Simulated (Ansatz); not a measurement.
Ansatz (an electronic-structure program) input (CCSD(T)/aug-cc-pVDZ):

Ansatz 0.2 input:
```yaml
crystal:
  periodic: [false, false, false]
  atoms:
    - {symbol: F, position_ang: [1.61414177, -0.75939650, -0.00912198]}
    - {symbol: C, position_ang: [0.70663291, 0.38027081, -0.03316302]}
    - {symbol: C, position_ang: [-0.52663378, -0.12917789, 0.01840335]}
    - {symbol: F, position_ang: [-1.63954444, 0.72176293, 0.01129491]}
    - {symbol: H, position_ang: [-0.85137075, -1.16785533, 0.06900167]}
basis:
  gaussian:
    orbitals: aug-cc-pVDZ
total_charge: -1
magnetization: {spin_polarized: false}
correlation: {method: ccsd_t, electrons: outside_noble_gas}
output: {forces: true}
```

Output:

```
Functional definition: HF
integrals: 0.13 GiB planned
981 factors; integrals over basis functions are off by at most 5.9e-4 eV
mean field: 0.28 GiB planned
mean field evaluation 1: about -7485.2183 eV, gradient 2.3e1 eV
mean field evaluation 2: about -7485.2196 eV, gradient 2.3e1 eV
mean field evaluation 4: about -7486.7615 eV, gradient 3.1e0 eV
mean field evaluation 8: about -7486.8041 eV, gradient 5.4e-4 eV
mean field evaluation 16: about -7486.8022 eV, gradient 3.0e-1 eV
mean field -7486.80410809 eV, -275.1349762342 hartree, gradient 1.3e-6 eV, S^2 0.000000; 0 other end points of the search recorded, 0 dependent functions left out
4 core orbitals not correlated
reference -7486.80410809 eV, -275.1349762342 hartree; 12, 12 occupied and 85, 85 virtual orbitals, 981 factors
densities: 0.63 GiB planned
second order -18.62895160 eV of doubles, -0.00000000 eV of singles
coupled cluster: 0.45 GiB planned
cycle   1  -18.52961657 eV  change    9.9e-2 eV  update   1.2e-1
cycle   2  -19.01913590 eV  change   -4.9e-1 eV  update   3.8e-2
cycle   3  -19.15927143 eV  change   -1.4e-1 eV  update   2.2e-2
cycle   4  -19.15301565 eV  change    6.3e-3 eV  update   7.0e-3
cycle   5  -19.14685954 eV  change    6.2e-3 eV  update   4.1e-3
cycle   6  -19.14900370 eV  change   -2.1e-3 eV  update   1.5e-3
cycle   7  -19.14929089 eV  change   -2.9e-4 eV  update   7.7e-4
cycle   8  -19.14881808 eV  change    4.7e-4 eV  update   2.6e-4
cycle   9  -19.14881182 eV  change    6.3e-6 eV  update   1.3e-4
cycle  10  -19.14889660 eV  change   -8.5e-5 eV  update   5.3e-5
cycle  11  -19.14884270 eV  change    5.4e-5 eV  update   2.3e-5
cycle  12  -19.14884604 eV  change   -3.3e-6 eV  update   1.1e-5
cycle  13  -19.14885364 eV  change   -7.6e-6 eV  update   4.0e-6
perturbative correction -0.66242540 eV, -0.0243436845 hartree
the calculation of the forces begins
Total energy: -7506.61538713 eV, -275.8630273103 hartree
Atom 0 at     1.614142    -0.759397    -0.009122 Å, force     0.375924    -0.483005     0.010405 eV/Å
Atom 1 at     0.706633     0.380271    -0.033163 Å, force     1.147490     1.128436    -0.074764 eV/Å
Atom 2 at    -0.526634    -0.129178     0.018403 Å, force    -0.996663    -0.549314     0.047305 eV/Å
Atom 3 at    -1.639544     0.721763     0.011295 Å, force    -0.419875     0.364731    -0.004470 eV/Å
Atom 4 at    -0.851371    -1.167855     0.069002 Å, force    -0.106877    -0.460848     0.021523 eV/Å
Dipole moment:    -0.498292    -0.466186     0.031490 e Å
```

It need not be the lowest isomer of its formula. Whether it binds its extra electron was not tested at this geometry.
